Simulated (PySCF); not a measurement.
This script is equivalent to a calculation on H (hydrogen, neutral).

```python
from pyscf import gto, scf, dft, mp, cc
import basis_set_exchange as bse
mol = gto.M(atom="H 0 0 0", charge=0, spin=1, symmetry="D2h",
            basis=gto.basis.parse(bse.get_basis("aug-cc-pVQZ", elements=["H"], fmt="nwchem")))
mf = dft.UKS(mol, xc="PBE")
mf.irrep_nelec = {'Ag': (1, 0)}
mf.kernel()
```

Q: What total energy does it give?

A: -0.500 hartree (calculated).

Q: Which occupied shell lies highest, and where?

A: 1s α, at -7.593 eV.

Q: What is ⟨S²⟩, and what would a pure spin state give?

A: 0.750, against 0.75.

For one electron the Hartree and exchange-correlation energies should cancel; what remains is the self-interaction error.
